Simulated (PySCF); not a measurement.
A structure optimised at PBE0-D3(BJ)/def2-SVP, used in a PySCF frequency run:

```xyz
9

Sn     0.0825    -0.1678     0.3447
N     -1.4931    -1.4310     0.2012
N      1.6610    -1.1277    -0.4820
Cl    -0.3044     1.8245    -0.8955
H      0.3546     0.2991     1.9598
H     -2.2486    -1.2016     0.8445
H     -1.8915    -1.4658    -0.7358
H      1.3582    -1.8429    -1.1416
H      2.3007    -0.5039    -0.9709
```
Charge 0, spin multiplicity 1.

Problem. Write its SMILES and formula.

Solution. [NH2][SnH]([NH2])[Cl], ClH5N2Sn

Problem. What are its rotational constants (standard atomic weights)?

Solution. 4.2498, 2.2167, 1.7394 GHz
